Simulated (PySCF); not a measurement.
Isomers of C3H8N2Si, one GFN2-xTB conformer each. Single-point energies are computed at PBE0/pcSseg-1 (PySCF, gas phase, no added dispersion term), electronic only.

Question: Rank them by PBE0/pcSseg-1 energy, lowest first (kJ/mol).
A. `[H]/[N:1]=[CH:2]/[C@@H:3]1[CH2:4][SiH2:5][NH:6]1` with N1–C2–C3–C4 108°, C2–C3–C4–Si5 -112°, C3–C4–Si5–N6 -8°, C4–Si5–N6–C3 8°, C2–C3–N6–Si5 108°
B. `N1N(CCC=1)[SiH3]`
C. `[CH3:1][NH:2][CH2:3][SiH2:4][C:5]#[N:6]` with C1–N2–C3–Si4 -175°, N2–C3–Si4–C5 -179°
D. `[CH3:1][NH:2][Si@@H:3]1[CH2:4][CH:5]=[N:6]1` with C1–N2–Si3–C4 -117°
E. `[N:1]#[C:2][SiH2:3][CH2:4][CH2:5][NH2:6]` with C2–Si3–C4–C5 -162°, Si3–C4–C5–N6 -35°, C4–C5–N6–H -74° and 166°

Answer: E (0.0), D (10.0), C (45.7), A (50.9), B (70.3).

As drawn, the lowest has a C≡N group, an N–H bond and an Si–C bond, which the highest lacks; the highest has a C=N bond and an N–N linkage, which the lowest lacks. Neighbours about 10 kJ/mol apart or less (N#C[SiH2]CCN and CN[Si@@H]1CC=N1; CNC[SiH2]C#N and [H]/N=C/[C@@H]1C[SiH2]N1) can change places with a better method, another conformer or zero-point energy. GFN2-xTB itself gives, in the same order: 187.4, 101.7, 194.8, 103.1, 0.0. GFN2-xTB puts [SiH3]N1CCC=N1 lowest instead; measured from each level's own lowest isomer, the values differ by up to 187.4 kJ/mol (N#C[SiH2]CCN: 187.4 against 0.0).

Question: Which frontier levels, dipoles and rotational constants go with these structures?

Answer: 
```json
{"SMILES": "N#C[SiH2]CCN", "HOMO (eV, PBE0/pcSseg-1)": "-7.90", "LUMO (eV)": "0.17", "dipole (D)": "6.47", "A, B, C (MHz)": "8633, 1356, 1226"}
{"SMILES": "CN[Si@@H]1CC=N1", "HOMO (eV, PBE0/pcSseg-1)": "-6.52", "LUMO (eV)": "-0.14", "dipole (D)": "2.35", "A, B, C (MHz)": "7940, 1787, 1651"}
{"SMILES": "CNC[SiH2]C#N", "HOMO (eV, PBE0/pcSseg-1)": "-6.89", "LUMO (eV)": "-0.34", "dipole (D)": "4.13", "A, B, C (MHz)": "9278, 1113, 1021"}
{"SMILES": "[H]/N=C/[C@@H]1C[SiH2]N1", "HOMO (eV, PBE0/pcSseg-1)": "-6.66", "LUMO (eV)": "-0.13", "dipole (D)": "1.76", "A, B, C (MHz)": "5760, 2179, 1953"}
{"SMILES": "[SiH3]N1CCC=N1", "HOMO (eV, PBE0/pcSseg-1)": "-5.89", "LUMO (eV)": "0.52", "dipole (D)": "2.12", "A, B, C (MHz)": "7410, 2048, 1668"}
```

Question: As an exercise, what shares would exp(−E/RT) give at 500 K from these electronic energies alone (no entropy, no degeneracies)?

Answer: RT = 4.157 kJ/mol: N#C[SiH2]CCN 91.6 %, CN[Si@@H]1CC=N1 8.4 %, CNC[SiH2]C#N under 0.1 %, [H]/N=C/[C@@H]1C[SiH2]N1 under 0.1 %, [SiH3]N1CCC=N1 under 0.1 %.
